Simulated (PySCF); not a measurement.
Species: ortho-cyanophenol, C7H5NO.
Cartesian coordinates in Å at the GFN2-xTB level; atoms count from 1:
```xyz
14
C7H5NO angstrom
N      3.3421   -0.5164   -0.7715
C      2.2162   -0.4426   -0.5588
C      0.8449   -0.2855   -0.2684
C     -0.0730   -1.2877   -0.5895
C     -1.4092   -1.1164   -0.2982
C     -1.8387    0.0541    0.3148
C     -0.9416    1.0525    0.6374
C      0.4122    0.8988    0.3516
O      1.2606    1.8963    0.6820
H      0.2816   -2.1898   -1.0655
H     -2.1178   -1.8908   -0.5465
H     -2.8851    0.1878    0.5434
H     -1.2620    1.9655    1.1131
H      2.1691    1.6737    0.4339
```

The calculation used CAM-B3LYP/def2-SVPD in PySCF (dipole) on a GFN2-xTB geometry, gas phase.

Masses are those of the commonest isotopes; rigid-rotor values at the optimised geometry. The values belong to one conformer with, in the numbering `[N:1]#[C:2][c:3]1[cH:4][cH:5][cH:6][cH:7][c:8]1[OH:9]`, C7–C8–O9–H 180°.

What are A, B and C (cm⁻¹)?

Ia = 165.87, Ib = 328.86, Ic = 494.73 u·Å²; 505379 MHz·u·Å²/I gives 3047, 1537 and 1022 MHz, that is A = 0.10163, B = 0.05126, C = 0.03407 cm⁻¹.

What kind of rotor is it?

An asymmetric top: κ = (2 × 1537 − 3047 − 1022)/(3047 − 1022) = -0.49.

Is it planar, by Δ = Ic − Ia − Ib?

Planar: Δ = Ic − Ia − Ib = 0.00 u·Å². For a rigid frame Δ = −2 Σ m c², so it vanishes when all atoms lie in the ab plane; here none is more than 0.01 Å from it.

List the rotational levels J(Ka,Kc) to J = 4 (MHz).

Above 0(0,0):
J = 1: 1(0,1) 2558, 1(1,1) 4068, 1(1,0) 4584
J = 2: 2(0,2) 7564, 2(1,2) 8670, 2(1,1) 10215, 2(2,1) 14746, 2(2,0) 14857
J = 3: 3(0,3) 14825, 3(1,3) 15509, 3(1,2) 18585, 3(2,2) 22421, 3(2,1) 22945, 3(3,1) 31323, 3(3,0) 31338
J = 4: 4(0,4) 24165, 4(1,4) 24528, 4(1,3) 29576, 4(2,3) 32567, 4(2,2) 33983, 4(3,2) 41739, 4(3,1) 41843, 4(4,1) 53954, 4(4,0) 53956
The levels of one J sum to (2J + 1)J(J + 1)(A + B + C)/3.

Which types of transition are allowed, and where do some lines up to J = 4 fall?

The dipole components are |μa| = 3.59 D, |μb| = 0.28 D, |μc| = 0.00 D; the mirror of this Cs structure is the ab plane, so μc vanishes by symmetry and there are no c-type lines. Intensities carry the squares of the components, which stand as 1.00 : 0.01 (a : b). Some lines, for components of 0.1 D or more:

| type | branch | J(Ka,Kc) | MHz | lower level (cm⁻¹) |
| --- | --- | --- | --- | --- |
| a | Q | 2(1,1) ← 2(1,2) | 1546 | 0.289 |
| b | Q | 2(1,1) ← 2(0,2) | 2651 | 0.252 |
| a | Q | 3(1,2) ← 3(1,3) | 3076 | 0.517 |
| b | Q | 3(1,2) ← 3(0,3) | 3759 | 0.495 |
| b | R | 1(1,1) ← 0(0,0) | 4068 | 0.000 |
| b | Q | 3(2,1) ← 3(1,2) | 4360 | 0.620 |
| b | Q | 2(2,0) ← 2(1,1) | 4641 | 0.341 |
| a | R | 2(1,1) ← 1(1,0) | 5632 | 0.153 |
| b | Q | 2(2,1) ← 2(1,2) | 6076 | 0.289 |
| b | R | 2(1,2) ← 1(0,1) | 6111 | 0.085 |
| b | R | 3(0,3) ← 2(1,2) | 6156 | 0.289 |
| b | R | 4(1,3) ← 3(2,2) | 7155 | 0.748 |
| a | R | 3(2,2) ← 2(2,1) | 7675 | 0.492 |
| b | Q | 4(3,1) ← 4(2,2) | 7861 | 1.134 |
| b | R | 3(1,3) ← 2(0,2) | 7945 | 0.252 |
| b | Q | 3(3,0) ← 3(2,1) | 8393 | 0.765 |
| b | R | 4(0,4) ← 3(1,3) | 8657 | 0.517 |
| b | Q | 3(3,1) ← 3(2,2) | 8902 | 0.748 |
| a | R | 4(0,4) ← 3(0,3) | 9340 | 0.495 |
| a | R | 4(3,2) ← 3(3,1) | 10416 | 1.045 |
| a | R | 4(3,1) ← 3(3,0) | 10505 | 1.045 |
| b | R | 2(2,0) ← 1(1,1) | 10788 | 0.136 |
| a | R | 4(1,3) ← 3(1,2) | 10991 | 0.620 |
| b | Q | 4(4,1) ← 4(3,2) | 12215 | 1.392 |
| b | R | 3(2,1) ← 2(1,2) | 14275 | 0.289 |
| b | R | 3(3,0) ← 2(2,1) | 16592 | 0.492 |
| b | R | 4(2,2) ← 3(1,3) | 18474 | 0.517 |
| b | R | 4(4,1) ← 3(3,0) | 22616 | 1.045 |

Estimate the classical rotational partition function at 25 K, 50 K and 298.15 K.

Point group Cs, symmetry number σ = 1; q = (√π/σ)·√((kT/h)³/(ABC)), k/h = 20836.6 MHz/K: 9640 at 25 K, 27300 at 50 K, 397000 at 298.15 K.

Whether it is a minimum is left open (no frequencies). These are rigid-rotor constants of the computed structure; measured ground-state constants (B0) also hold zero-point vibration. Quadrupole hyperfine structure (14N) is left out.

Time: 51 s. Hardware: one thread of an Arm Neoverse V1, no GPU (shared host). This is the CAM-B3LYP/def2-SVPD job that gave the dipole, with the excitations it also computed.
